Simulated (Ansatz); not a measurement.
(ZnF2)n off (charge +1): PBE0-D4/def2-TZVP single points in Ansatz on relaxed structures, gas phase. Each cluster is the lowest isomer that a short search found in that spin, judged at the geometry's level, and lower ones may exist. HOMO and LUMO are taken over both spins. The spins of the ions were chosen, not always searched. A dash marks a value that wasn't run or was left out as unsound. The structures are stationary points that may keep the symmetry of their start.

```csv
species,atoms,state,geometry,HOMO (eV),LUMO (eV),gap (eV),vertical EA (eV),lowest of the spins relaxed,point group (within 0.1 Å)
ZnF2⁺,3,doublet; reduced ion singlet,B3LYP-D4/def2-TZVP,-17.41,-15.85,1.56,13.16,–,D∞h
Zn2F2⁺,4,doublet; reduced ion singlet,PBE0-D4/def2-SVP,-12.59,-9.42,3.17,7.40,"doublet, of doublet/quartet",C∞v
Zn3F4⁺,7,doublet,r2SCAN-D4/def2-SVP,-9.98,-8.16,1.83,–,–,C3v
```

The gap (eV) runs from 1.56 (ZnF2⁺) to 3.17 (Zn2F2⁺).
